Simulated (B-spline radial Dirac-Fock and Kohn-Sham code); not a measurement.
## Conversion-electron coefficients: Xe, 194 keV

Z = 54 (xenon), transition energy 194 keV. These are calculated numbers from a radial B-spline solver; the model is a Dirac-Hartree-Slater potential of the neutral atom with a Latter tail (no hole, which puts coefficients of high multipoles low close above an edge), finite nucleus with surface currents. Subshells that would emit electrons below 1 keV are left out.

Input of the calculation (task.json; shells as n, l, electrons):

```json
{"items": [{
  "Z": 54,
  "q": 0,
  "cfg": [[1, 0, 2], [2, 0, 2], [2, 1, 6], [3, 0, 2], [3, 1, 6], [3, 2, 10], [4, 0, 2], [4, 1, 6], [4, 2, 10], [5, 0, 2], [5, 1, 6]],
  "A": 132,
  "rrms": 4.7859,
  "do": "conversion",
  "gamma": [194.0],
  "edges": {"K": 34561.0, "L1": 5453.0, "L2": 5107.0, "L3": 4786.0, "M1": 1148.7, "M2": 1002.1, "M3": 940.6, "M4": 689.0, "M5": 676.4, "N1": 213.2, "N2": 146.7, "N3": 145.5, "N4": 69.5, "N5": 67.5}
}]}
```

Command: `python xray2_run.py task.json out`

```csv
subshell,electron energy (keV),E2,M1,M3,M4,M5
K,159.44,0.141,0.112,3.05,14.5,68.9
L1,188.55,0.0143,0.0136,0.525,3.02,17.4
L2,188.89,0.00842,0.000865,0.0866,0.688,5.12
L3,189.21,0.00797,0.000203,0.160,2.06,21.2
M1,192.85,0.00284,0.00276,0.111,0.659,3.91
M2,193.00,0.00184,0.000190,0.0194,0.156,1.17
M3,193.06,0.00176,4.46e-05,0.0369,0.486,5.11
M4,193.31,9.09e-06,5.65e-07,0.000389,0.00707,0.0983
M5,193.32,8.93e-06,4.88e-07,0.000119,0.00523,0.119
total,,0.179,0.131,4.04,21.9,126
```

**Question.** For a pure M4 transition, what fraction of decays emits a photon?

**Answer.** 1/(1 + α) = 0.0437 with the total α = 21.9; the total includes the outer subshells that are not listed.
